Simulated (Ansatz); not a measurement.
The cluster Ge₃Sb₂⁻, relaxed as a doublet with UKS r2SCAN-D4/def2-SVPD in Ansatz, starting from the GFN1-xTB geometry. Force threshold 0.02 eV/Å.

In the def2 sets Sb takes a core potential; there is no spin–orbit coupling. The highest occupied level of the charge -1 doublet lies above zero (up to 0.14 eV). The electron is either unbound and held by the finite basis, or the level is raised by self-interaction error. Another isomer (doublet) lies 0.03 eV lower at PBE0-D4/def2-TZVPD; other spin states weren't run for this one.

Start:

```xyz
5

Sb   -0.910   -0.079   -1.495
Sb    0.831    1.433    0.122
Ge   -1.604    0.565    0.916
Ge    0.272   -0.892    1.286
Ge    1.411   -1.027   -0.829
```

Task: Estimate the energy that the relaxation releases and the steps that it takes.

Result: 0.33 eV, in 6 steps; 71 s on 4 threads of Arm Neoverse V1 on a shared host. No frequencies were taken in this run, so the end may be a saddle point.

Task: Does the start keep its bonding and symmetry?

Result: By distances, no bond broke or formed. The bond that changes most is Sb1–Ge4, from 3.13 to 3.30 Å (atoms count from 1). Point group Cs at the start, Cs at the end, both within 0.05 Å.

Task: Predict the relaxed structure.

Result: 
```xyz
5

Sb   -0.925   -0.032   -1.568
Sb    0.831    1.485    0.079
Ge   -1.673    0.586    0.980
Ge    0.282   -0.953    1.358
Ge    1.485   -1.085   -0.849
```
Bond lengths: 5 × Ge–Sb 2.73 to 2.81 Å; 2 × Ge–Ge 2.52 Å; 1 × Sb–Sb 2.85 Å.
